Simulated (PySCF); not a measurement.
SCF from a fresh guess for quartet MnCl₄, at the PBE minimum. PySCF input:

```python
from pyscf import gto, scf, dft
mol = gto.M(atom='''
Mn     0.000000    -0.000000    -0.000000
Cl    -1.601440     0.000000     1.403150
Cl    -0.000000    -1.601440    -1.403150
Cl    -0.000000     1.601440    -1.403150
Cl     1.601440     0.000000     1.403150''',
    basis={'Mn': 'def2-SVP', 'Cl': 'def2-SVP'},
    charge=0, spin=3)
mf = dft.UKS(mol, xc='PBE')
mf.grids.atom_grid = (50, 194)
aux = {'Mn': 'def2-universal-JKFIT', 'Cl': 'def2-universal-JKFIT'}
mf = mf.density_fit(auxbasis=aux)
mf.conv_tol = 1e-08
mf.diis_space = 10
mf.max_cycle = 60
mf.init_guess = 'minao'
mf.verbose = 4
mf.kernel()
```

Excerpt of the output (cycles alone); where DIIS stalls, ADIIS, DIIS with a small level shift and a second-order solver take over in turn:

```
init E= -2989.21841024952
cycle= 1 E= -2982.00586098557  delta_E= 7.21  |g|= 2.81  |ddm|= 5.77
cycle= 2 E= -2945.35684513772  delta_E= 36.6  |g|= 7.18  |ddm|= 15.4
cycle= 3 E= -2974.55952569777  delta_E= -29.2  |g|= 4.65  |ddm|= 12.4
cycle= 4 E= -2977.54672277371  delta_E= -2.99  |g|= 4.49  |ddm|= 2.91
cycle= 5 E= -2977.50794949611  delta_E= 0.0388  |g|= 4.49  |ddm|= 3.11
cycle= 6 E= -2980.69800225776  delta_E= -3.19  |g|= 4.23  |ddm|= 2.09
cycle= 7 E= -2980.56440426437  delta_E= 0.134  |g|= 4.24  |ddm|= 0.247
cycle= 8 E= -2980.22612086547  delta_E= 0.338  |g|= 4.26  |ddm|= 1.36
cycle= 9 E= -2980.43304163462  delta_E= -0.207  |g|= 4.24  |ddm|= 0.214
cycle= 10 E= -2980.43879016983  delta_E= -0.00575  |g|= 4.24  |ddm|= 0.00837
cycle= 11 E= -2980.29157514012  delta_E= 0.147  |g|= 4.26  |ddm|= 0.436
cycle= 12 E= -2903.98124878207  delta_E= 76.3  |g|= 7.99  |ddm|= 24.5
cycle= 13 E= -2985.79615952318  delta_E= -81.8  |g|= 2.44  |ddm|= 23.8
... 38 lines left out ...
cycle= 52 E= -2978.97400187695  delta_E= 0.0276  |g|= 4.42  |ddm|= 0.353
cycle= 53 E= -2979.02510382126  delta_E= -0.0511  |g|= 4.42  |ddm|= 0.271
cycle= 54 E= -2977.89941603249  delta_E= 1.13  |g|= 4.45  |ddm|= 1.97
cycle= 55 E= -2978.2461359616  delta_E= -0.347  |g|= 4.44  |ddm|= 2.05
cycle= 56 E= -2978.40810403973  delta_E= -0.162  |g|= 4.45  |ddm|= 1.96
cycle= 57 E= -2979.52058113956  delta_E= -1.11  |g|= 4.38  |ddm|= 1.36
cycle= 58 E= -2979.08372643779  delta_E= 0.437  |g|= 4.41  |ddm|= 1.15
cycle= 59 E= -2978.66629502258  delta_E= 0.417  |g|= 4.48  |ddm|= 0.705
cycle= 60 E= -2921.74471988723  delta_E= 56.9  |g|= 8.86  |ddm|=   21
SCF not converged.
init E= -2989.21841024952
cycle= 1 E= -2982.00586098557  delta_E= 7.21  |g|= 2.81  |ddm|= 5.77
cycle= 2 E= -2945.35691104729  delta_E= 36.6  |g|= 7.18  |ddm|= 15.4
cycle= 3 E= -2977.33016405  delta_E=  -32  |g|= 4.41  |ddm|= 14.1
cycle= 4 E= -2979.57275815171  delta_E= -2.24  |g|= 4.19  |ddm|= 3.96
cycle= 5 E= -2990.14462382905  delta_E= -10.6  |g|= 0.474  |ddm|= 3.92
cycle= 6 E= -2984.02847690263  delta_E= 6.12  |g|= 3.91  |ddm|= 2.29
cycle= 7 E= -2989.5604725425  delta_E= -5.53  |g|= 1.44  |ddm|= 1.71
cycle= 8 E= -2990.22307176713  delta_E= -0.663  |g|= 0.178  |ddm|= 0.698
cycle= 9 E= -2989.30107037705  delta_E= 0.922  |g|= 1.59  |ddm|= 1.16
cycle= 10 E= -2990.15730439229  delta_E= -0.856  |g|= 0.411  |ddm|= 0.65
cycle= 11 E= -2990.2295078126  delta_E= -0.0722  |g|= 0.187  |ddm|= 0.374
cycle= 12 E= -2990.14693644263  delta_E= 0.0826  |g|= 0.511  |ddm|= 0.382
cycle= 13 E= -2990.23830723476  delta_E= -0.0914  |g|= 0.12  |ddm|= 0.234
cycle= 14 E= -2990.23993507968  delta_E= -0.00163  |g|= 0.0943  |ddm|= 0.113
cycle= 15 E= -2990.23980872286  delta_E= 0.000126  |g|= 0.0759  |ddm|= 0.146
cycle= 16 E= -2990.24296887069  delta_E= -0.00316  |g|= 0.0409  |ddm|= 0.0961
cycle= 17 E= -2990.24188409792  delta_E= 0.00108  |g|= 0.0592  |ddm|= 0.0731
cycle= 18 E= -2990.24323979695  delta_E= -0.00136  |g|= 0.0317  |ddm|= 0.0517
cycle= 19 E= -2990.24346994571  delta_E= -0.00023  |g|= 0.0156  |ddm|= 0.0354
cycle= 20 E= -2990.24362765869  delta_E= -0.000158  |g|= 0.00711  |ddm|= 0.0269
SCF not converged.
init E= -2990.24362765869
cycle= 1 E= -2990.24315196465  delta_E= 0.000476  |g|= 0.036  |ddm|= 0.0259
cycle= 2 E= -2990.22725451174  delta_E= 0.0159  |g|= 0.212  |ddm|= 0.132
cycle= 3 E= -2990.24164569258  delta_E= -0.0144  |g|= 0.0697  |ddm|= 0.0747
cycle= 4 E= -2990.2434587347  delta_E= -0.00181  |g|= 0.0208  |ddm|= 0.0282
cycle= 5 E= -2990.24363270221  delta_E= -0.000174  |g|= 0.00654  |ddm|= 0.01
cycle= 6 E= -2990.24365159723  delta_E= -1.89e-05  |g|= 0.00112  |ddm|= 0.004
cycle= 7 E= -2990.24365216896  delta_E= -5.72e-07  |g|= 0.000776  |ddm|= 0.00143
cycle= 8 E= -2990.243652405  delta_E= -2.36e-07  |g|= 0.00021  |ddm|= 0.000565
cycle= 9 E= -2990.2436524299  delta_E= -2.49e-08  |g|= 3.54e-05  |ddm|= 0.000231
cycle= 10 E= -2990.24365243324  delta_E= -3.34e-09  |g|= 1.63e-05  |ddm|= 0.000127
Extra cycle  E= -2990.24365243105  delta_E= 2.19e-09  |g|= 0.0001  |ddm|= 0.000192
converged SCF energy = -2990.24365243105  <S^2> = 3.8381648  2S+1 = 4.0438421
```

No lower solution of this spin was found from smeared starts or by a stability analysis within the unrestricted form.

Other spin states or occupations of the open shell can lie lower.

The search for the lowest solution, 3 starts and the stability check together, took 42 s on 4 threads of a shared Arm Neoverse V1 host, with 103 basis functions; the process peaked at 0.53 GiB.
